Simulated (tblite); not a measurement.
C4H13BN2.
Bonds: C1–C2, C2–C3, C3–N4, N4–B5, B5–N6, N6–C7. Hydrogens: H8, H9, H10 on C1; H11, H12 on C2; H13, H14 on C3; H15 on N4; H16 on B5; H17 on N6; H18, H19, H20 on C7.

Computed with GFN2-xTB (tblite), gas phase: Langevin dynamics at 300 K from the optimised GFN2-xTB geometry, time step 0.5 fs, friction 0.01 fs⁻¹, 2000 steps.

Start geometry:
```
atom  x, y, z in Å
C1     -2.774    0.737   -0.787
C2     -2.167   -0.656   -0.662
C3     -1.265   -0.800    0.575
N4     -0.084    0.024    0.515
B5      1.220   -0.392    0.210
N6      2.254    0.551    0.110
C7      3.647    0.293   -0.153
H8     -3.443    0.784   -1.643
H9     -1.996    1.485   -0.926
H10    -3.342    0.989    0.106
H11    -2.968   -1.395   -0.594
H12    -1.574   -0.877   -1.551
H13    -0.943   -1.840    0.655
H14    -1.849   -0.552    1.472
H15    -0.288    1.005    0.627
H16     1.451   -1.531    0.051
H17     2.062    1.531    0.254
H18     3.786   -0.774   -0.309
H19     4.278    0.605    0.687
H20     3.988    0.823   -1.049
```

The statistics below take the 31 frames saved every 25 fs from 250 to 1000 fs; their kinetic temperature (all 3N coordinates) averages 272 K.

Task: How do the bond lengths spread?

Result: 
| bond | start (Å) | mean (Å) | standard deviation (Å) | shortest (Å) | longest (Å) |
| --- | --- | --- | --- | --- | --- |
| C1–C2 | 1.524 | 1.530 | 0.023 | 1.463 | 1.588 |
| C2–C3 | 1.537 | 1.549 | 0.036 | 1.484 | 1.622 |
| C3–N4 | 1.441 | 1.442 | 0.032 | 1.370 | 1.510 |
| N4–B5 | 1.403 | 1.412 | 0.029 | 1.354 | 1.470 |
| B5–N6 | 1.403 | 1.406 | 0.026 | 1.354 | 1.450 |
| N6–C7 | 1.441 | 1.445 | 0.029 | 1.391 | 1.525 |
| C1–H8 | 1.088 | 1.089 | 0.021 | 1.047 | 1.132 |
| C1–H9 | 1.088 | 1.098 | 0.045 | 1.021 | 1.215 |
| C1–H10 | 1.089 | 1.096 | 0.037 | 1.039 | 1.187 |
| C2–H11 | 1.092 | 1.093 | 0.033 | 1.025 | 1.154 |
| C2–H12 | 1.092 | 1.097 | 0.024 | 1.050 | 1.144 |
| C3–H13 | 1.092 | 1.100 | 0.025 | 1.070 | 1.176 |
| C3–H14 | 1.099 | 1.095 | 0.034 | 1.038 | 1.165 |
| N4–H15 | 1.008 | 1.010 | 0.036 | 0.945 | 1.101 |
| B5–H16 | 1.173 | 1.191 | 0.027 | 1.154 | 1.250 |
| N6–H17 | 1.009 | 1.012 | 0.024 | 0.973 | 1.062 |
| C7–H18 | 1.088 | 1.094 | 0.023 | 1.053 | 1.134 |
| C7–H19 | 1.096 | 1.097 | 0.030 | 1.027 | 1.176 |
| C7–H20 | 1.096 | 1.095 | 0.027 | 1.049 | 1.150 |

Task: Give the same statistics for bond angles, one of each kind among heavy atoms.

Result: 
```csv
angle,start (°),mean (°),standard deviation (°),smallest (°),largest (°)
C1–C2–C3,112.7,112.4,2.1,108.5,116.9
C2–C3–N4,113.2,113.3,3.1,107.0,118.5
C3–N4–B5,127.0,127.1,4.6,114.8,138.6
N4–B5–N6,120.1,119.8,4.1,111.3,128.7
B5–N6–C7,127.2,126.9,4.0,117.3,139.0
```

Task: How far does each atom move about its mean position (frames aligned on the start, all atoms weighted alike), and what rms force does it feel?

Result: 
| atom | rms displacement (Å) | rms force (eV/Å) |
| --- | --- | --- |
| C1 | 0.19 | 1.89 |
| C2 | 0.09 | 1.88 |
| C3 | 0.13 | 1.94 |
| N4 | 0.20 | 2.01 |
| B5 | 0.27 | 1.63 |
| N6 | 0.18 | 1.75 |
| C7 | 0.12 | 1.61 |
| H8 | 0.95 | 0.79 |
| H9 | 1.06 | 1.38 |
| H10 | 0.90 | 1.20 |
| H11 | 0.19 | 1.12 |
| H12 | 0.23 | 0.84 |
| H13 | 0.23 | 0.79 |
| H14 | 0.20 | 1.14 |
| H15 | 0.49 | 1.46 |
| H16 | 0.66 | 0.72 |
| H17 | 0.50 | 1.02 |
| H18 | 0.87 | 0.89 |
| H19 | 0.89 | 1.01 |
| H20 | 0.89 | 0.93 |

The displacements run from 0.09 to 1.06 Å, the largest at H9.

Task: Follow the torsions C1–C2–C3–N4, C2–C3–N4–B5, C3–N4–B5–N6 and N4–B5–N6–C7 through every second one of these frames.

Result: 
```
t (fs)  C1–C2–C3–N4 (°)  C2–C3–N4–B5 (°)  C3–N4–B5–N6 (°)  N4–B5–N6–C7 (°)
   250              -57              -95             -172             -172
   300              -67              -91             -171             -178
   350              -76              -90             -177              163
   400              -59             -107              172              180
   450              -58             -123              165             -156
   500              -69              -84              163             -176
   550              -64              -65              178              163
   600              -42              -60             -158              159
   650              -53              -66             -167              169
   700              -65              -81              176              175
   750              -62             -101              166             -174
   800              -68             -102              165              175
   850              -57             -107              170              176
   900              -65             -118              180             -174
   950              -78             -116             -175              169
  1000              -54             -110              154              160
```

Largest departure from the start value over all these frames: C1–C2–C3–N4 23° (start -66°), C2–C3–N4–B5 42° (start -103°), C3–N4–B5–N6 30° (start 176°), N4–B5–N6–C7 26° (start 178°).

Task: How widely does the potential energy scatter, against a harmonic estimate?

Result: Mean 0.68 eV above the start, standard deviation 0.092 eV, range 0.51 to 0.87 eV. For 54 classical harmonic modes at 300 K the canonical values are 54kT/2 = 0.70 eV and kT·√(54/2) = 0.134 eV.

The run is classical and short, so these are rough statistics of one trajectory.

What follows is the cost of the whole dynamics run. Time: 9.8 s of wall time; peak memory 0.18 GiB. Hardware: Arm Neoverse V2, one thread, no GPU (shared host).
